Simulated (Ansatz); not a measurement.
Stepwise reaction of `[CH3][GeH2][CH3]` with hydrogen, as a gas-phase model of exchange steps in deposition or etching. ΔE in kJ/mol; ΔG adds harmonic PBE0-D4 terms to CCSD(T)/CBS, at 1 bar.

Program: Ansatz. Geometries: PBE0-D4/def2-TZVP. ΔE: electronic, gas phase. CBS: MP2 limit from def2 TZ/QZ plus the TZ coupled-cluster correction, frozen cores. This one scheme is used for every species. Functionals use def2-TZVPP. B3LYP here is the variant with VWN-RPA as its local correlation; programs differ in this. For Ge outer-core shells are correlated without core-valence functions, which leaves a few kJ/mol of doubt a bond. Scalar relativity is left out up to krypton.

```csv
step,reaction,PBE-D4,B3LYP-D4,ωB97M-V,CCSD(T)/CBS,ΔG(600 K)
1,`[CH3][GeH2][CH3]` + H₂ → `[CH3][GeH3]` + CH₄,-38.1,-42.3,-39.7,-36.4,-29.9
2,`[CH3][GeH3]` + H₂ → GeH₄ + CH₄,-39.6,-44.0,-41.4,-37.5,-26.7
```

By hand: ΔE of the 2 steps together at CCSD(T)/CBS.

(-36.4) + (-37.5) = -73.9 kJ/mol, or -37.0 kJ/mol a step.

In ΔE the steps differ by no more than 1.1 kJ/mol. All are downhill at CCSD(T)/CBS. ΔG lies between -29.9 and -26.7 kJ/mol a step. PBE-D4 differs from CCSD(T)/CBS by -2.1 to -1.7 kJ/mol a step. Isolated molecules leave out the surface, adducts and barriers. Largest T1 diagnostic: 0.012.
